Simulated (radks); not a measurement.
Task: All-electron atom: Cu16+ in [Ne] 3s2 3p1. Calculated with a radial shooting solver on a logarithmic mesh with Libxc functionals: scalar-relativistic Kohn-Sham, r2SCAN, spin-polarised, spherical densities, finite nucleus; open shells are filled with parallel spins first; meta-GGA in the generalised Kohn-Sham scheme; Fermi nuclear charge, rms radius 3.8823 fm. Some entries of the table are withheld. Estimate them.

orbital,occ.,eigenvalue (eV),<r> (bohr)
1s up,1,-9464.650,0.05213
1s down,1,-9463.232,0.05212
2s up,1,-1637.642,0.2320
2s down,1,-1636.879,0.2319
2p up,3,-1493.312,(1)
2p down,3,-1491.836,(2)
3s up,1,(3),0.5967
3s down,1,(4),0.5984
3p up,1,-535.7494,0.5883
3p down,0,-529.5652,0.5899

Result: 
(1) 2p up <r> (bohr): 0.2034
(2) 2p down <r> (bohr): 0.2034
(3) 3s up eigenvalue (eV): -581.7318
(4) 3s down eigenvalue (eV): -575.2916
